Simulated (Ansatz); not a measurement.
# Nudged elastic band run: CH₄B₂Cl, charge -1

Input:

```yaml
crystal:
  periodic: [false, false, false]
  atoms:
    - { symbol: B, position_ang: [-0.323472, 1.368153, -0.215898] }
    - { symbol: B, position_ang: [-0.139432, -0.278618, -0.371177] }
    - { symbol: C, position_ang: [0.492204, -1.121126, 0.640924] }
    - { symbol: Cl, position_ang: [-0.783004, -1.13722, -1.964492] }
    - { symbol: H, position_ang: [-0.836978, 2.122459, -1.030082] }
    - { symbol: H, position_ang: [0.080189, 1.92799, 0.796526] }
    - { symbol: H, position_ang: [0.873999, -0.672328, 1.567873] }
    - { symbol: H, position_ang: [0.636483, -2.20931, 0.576326] }
total_charge: -1
basis:
  gaussian: { orbitals: def2-SVPD }
hamiltonian:
  xc: r2scan
  dispersion: d4
neb:
  order_check: false
  images: 6
  f_tol: 0.03
  max_iterations: 60
  climbing: false
  final_atoms:
    - { symbol: B, position_ang: [-0.32441074, 1.36815906, -0.21521524] }
    - { symbol: B, position_ang: [-0.13883116, -0.27835071, -0.37150274] }
    - { symbol: C, position_ang: [0.49201027, -1.12095603, 0.64098496] }
    - { symbol: Cl, position_ang: [-0.77980089, -1.13724433, -1.96600601] }
    - { symbol: H, position_ang: [0.08004843, 1.92830195, 0.79679935] }
    - { symbol: H, position_ang: [-0.84009732, 2.12143529, -1.02890112] }
    - { symbol: H, position_ang: [0.8822479, -0.67113968, 1.56393015] }
    - { symbol: H, position_ang: [0.62882251, -2.21020555, 0.57991065] }
  initial_path:
    images:
      - { positions_ang: [[-0.323472, 1.368153, -0.215898], [-0.139432, -0.278618, -0.371177], [0.492204, -1.121126, 0.640924], [-0.783004, -1.13722, -1.964492], [-0.836978, 2.122459, -1.030082], [0.080189, 1.92799, 0.796526], [0.873999, -0.672328, 1.567873], [0.636483, -2.20931, 0.576326]] }
      - { positions_ang: [[-0.31837022, 1.37052062, -0.21699986], [-0.1134155, -0.26209533, -0.36539652], [0.45279482, -1.12754798, 0.65368417], [-0.64261708, -1.11159042, -1.98967213], [-0.98076629, 2.06151977, -0.72416229], [0.22266705, 1.99492095, 0.45927258], [0.77580302, -0.71533751, 1.6088339], [0.60389321, -2.21039009, 0.57444015]] }
      - { positions_ang: [[-0.31326844, 1.37288823, -0.21810172], [-0.08739901, -0.24557267, -0.35961604], [0.41338564, -1.13396996, 0.66644434], [-0.50223017, -1.08596084, -2.01485227], [-1.12455459, 2.00058053, -0.41824258], [0.36514511, 2.06185189, 0.12201915], [0.67760704, -0.75834701, 1.64979479], [0.57130342, -2.21147018, 0.57255431]] }
      - { positions_ang: [[-0.30816666, 1.37525585, -0.21920358], [-0.06138251, -0.22905, -0.35383555], [0.37397646, -1.14039194, 0.67920451], [-0.36184325, -1.06033125, -2.0400324], [-1.26834288, 1.9396413, -0.11232286], [0.50762316, 2.12878284, -0.21523427], [0.57941106, -0.80135652, 1.69075569], [0.53871363, -2.21255027, 0.57066846]] }
      - { positions_ang: [[-0.30830076, 1.37525672, -0.21910604], [-0.06129667, -0.22901182, -0.35388209], [0.37394878, -1.14036766, 0.67921322], [-0.36138566, -1.06033473, -2.04024869], [-1.13733911, 1.91190458, 0.14866019], [0.37615368, 2.15641788, -0.47600957], [0.58058947, -0.80118676, 1.69019243], [0.53761927, -2.21267821, 0.57118056]] }
      - { positions_ang: [[-0.31367075, 1.37289083, -0.21780911], [-0.0871415, -0.24545811, -0.35975564], [0.41330261, -1.13389712, 0.66647047], [-0.50085741, -1.08597126, -2.01550113], [-0.73154326, 1.91737037, 0.36470658], [-0.02926332, 2.14475701, -0.66030676], [0.68114228, -0.75783773, 1.648105], [0.56802035, -2.21185399, 0.57409059]] }
      - { positions_ang: [[-0.31904074, 1.37052495, -0.21651218], [-0.11298633, -0.26190441, -0.36562919], [0.45265644, -1.12742658, 0.65372772], [-0.64032915, -1.1116078, -1.99075357], [-0.32574741, 1.92283616, 0.58075296], [-0.43468032, 2.13309615, -0.84460394], [0.78169509, -0.71448871, 1.60601758], [0.59842143, -2.21102977, 0.57700062]] }
      - { positions_ang: [[-0.32441074, 1.36815906, -0.21521524], [-0.13883116, -0.27835071, -0.37150274], [0.49201027, -1.12095603, 0.64098496], [-0.77980089, -1.13724433, -1.96600601], [0.08004843, 1.92830195, 0.79679935], [-0.84009732, 2.12143529, -1.02890112], [0.8822479, -0.67113968, 1.56393015], [0.62882251, -2.21020555, 0.57991065]] }
```

Launched with:

```bash
$ ansatz run input.yaml --threads 2 --pin off --max-ram 3072MiB --backend cpu --events-out ev --progress --plain --runs-dir out
```

Output, in part (warnings, iteration lines, the closing report on the highest movable image, with atoms numbered from 0; the dipole of an ion depends on the origin):

```
NEB end point (image 0): max|allowed force component| = 4.263e-3 eV/Å (the criterion of neb.relax_end_points is 1.000e-2)
NEB end point (image 7): max|allowed force component| = 1.363e-2 eV/Å (the criterion of neb.relax_end_points is 1.000e-2)
NEB iter   1: max|band force component| = 1.765e1 eV/Å  barrier→ = 4.3650 eV  barrier← = 4.3649 eV  Δτ_max = 0.1979 Å  (230 SCF iters)
NEB iter   2: max|band force component| = 3.208e0 eV/Å  barrier→ = 0.7717 eV  barrier← = 0.7716 eV  Δτ_max = 0.1996 Å  (216 SCF iters)
NEB iter   3: max|band force component| = 1.765e0 eV/Å  barrier→ = 0.4600 eV  barrier← = 0.4599 eV  Δτ_max = 0.1946 Å  (206 SCF iters)
NEB iter   4: max|band force component| = 9.039e-1 eV/Å  barrier→ = 0.3132 eV  barrier← = 0.3131 eV  Δτ_max = 0.0962 Å  (210 SCF iters)
NEB iter   5: max|band force component| = 3.103e-1 eV/Å  barrier→ = 0.2941 eV  barrier← = 0.2940 eV  Δτ_max = 0.0624 Å  (186 SCF iters)
NEB iter   6: max|band force component| = 2.452e-1 eV/Å  barrier→ = 0.2828 eV  barrier← = 0.2827 eV  Δτ_max = 0.2000 Å  (188 SCF iters)
NEB iter   7: max|band force component| = 2.279e-1 eV/Å  barrier→ = 0.2562 eV  barrier← = 0.2561 eV  Δτ_max = 0.1212 Å  (192 SCF iters)
NEB iter   8: max|band force component| = 2.123e-1 eV/Å  barrier→ = 0.2511 eV  barrier← = 0.2510 eV  Δτ_max = 0.1480 Å  (186 SCF iters)
NEB iter   9: max|band force component| = 2.881e-1 eV/Å  barrier→ = 0.2444 eV  barrier← = 0.2442 eV  Δτ_max = 0.0738 Å  (194 SCF iters)
NEB iter  10: max|band force component| = 2.398e-1 eV/Å  barrier→ = 0.2402 eV  barrier← = 0.2401 eV  Δτ_max = 0.0277 Å  (186 SCF iters)
NEB iter  11: max|band force component| = 1.028e-1 eV/Å  barrier→ = 0.2308 eV  barrier← = 0.2306 eV  Δτ_max = 0.0742 Å  (190 SCF iters)
NEB iter  12: max|band force component| = 8.256e-2 eV/Å  barrier→ = 0.2347 eV  barrier← = 0.2346 eV  Δτ_max = 0.0566 Å  (186 SCF iters)
NEB iter  13: max|band force component| = 4.202e-2 eV/Å  barrier→ = 0.2282 eV  barrier← = 0.2281 eV  Δτ_max = 0.0281 Å  (186 SCF iters)
NEB iter  14: max|band force component| = 3.999e-2 eV/Å  barrier→ = 0.2282 eV  barrier← = 0.2281 eV  Δτ_max = 0.0112 Å  (173 SCF iters)
NEB iter  15: max|band force component| = 3.646e-2 eV/Å  barrier→ = 0.2280 eV  barrier← = 0.2279 eV  Δτ_max = 0.0064 Å  (173 SCF iters)
NEB iter  16: max|band force component| = 2.630e-2 eV/Å  barrier→ = 0.2277 eV  barrier← = 0.2275 eV  Δτ_max = 0.0000 Å  (346 SCF iters)
Total energy: -14970.25630624 eV, -550.1467720502 hartree
Atom 0 at    -0.359809     1.372184    -0.346166 Å, force     0.014147     0.001695    -0.023630 eV/Å
Atom 1 at    -0.062118    -0.198172     0.087846 Å, force     0.060427     0.025080     0.026185 eV/Å
Atom 2 at     0.437737    -1.297520     0.857196 Å, force    -0.010593    -0.019039     0.015634 eV/Å
Atom 3 at    -0.454734    -0.408906    -1.925401 Å, force     0.076703     0.085203    -0.003108 eV/Å
Atom 4 at    -1.461340     1.859411    -0.527427 Å, force    -0.003657    -0.027283     0.145828 eV/Å
Atom 5 at     0.579075     2.134230    -0.528861 Å, force    -0.057691    -0.007632    -0.202709 eV/Å
Atom 6 at     0.767117    -1.138241     1.892178 Å, force    -0.085497    -0.052389     0.044723 eV/Å
Atom 7 at     0.554060    -2.322986     0.490635 Å, force     0.006162    -0.005634    -0.002922 eV/Å
Dipole moment:    -0.049348    -0.050791    -0.294976 e Å
```

It converged. No image climbed, so the highest image needn't sit at the top of the path.

Final band (atoms are numbered from 1 in the order of the input):

```json
{"image": "0", "path coordinate (Å)": "0.00", "energy (kJ/mol)": "0.0", "dihedral H6–B1–B2–Cl4 (°)": "180"}
{"image": "1", "path coordinate (Å)": "0.77", "energy (kJ/mol)": "4.9", "dihedral H6–B1–B2–Cl4 (°)": "-154"}
{"image": "2", "path coordinate (Å)": "1.53", "energy (kJ/mol)": "21.7", "dihedral H6–B1–B2–Cl4 (°)": "-121"}
{"image": "3", "path coordinate (Å)": "2.30", "energy (kJ/mol)": "22.0", "dihedral H6–B1–B2–Cl4 (°)": "-101"}
{"image": "4", "path coordinate (Å)": "3.07", "energy (kJ/mol)": "21.9", "dihedral H6–B1–B2–Cl4 (°)": "-78"}
{"image": "5", "path coordinate (Å)": "3.84", "energy (kJ/mol)": "21.9", "dihedral H6–B1–B2–Cl4 (°)": "-55"}
{"image": "6", "path coordinate (Å)": "4.61", "energy (kJ/mol)": "5.1", "dihedral H6–B1–B2–Cl4 (°)": "-29"}
{"image": "7", "path coordinate (Å)": "5.38", "energy (kJ/mol)": "0.0", "dihedral H6–B1–B2–Cl4 (°)": "0"}
```

Time of the run: 2.6 min on 2 threads of Intel(R) Xeon(R) 6975P-C (Granite Rapids), with other jobs on the host, peak memory 0.18 GiB.
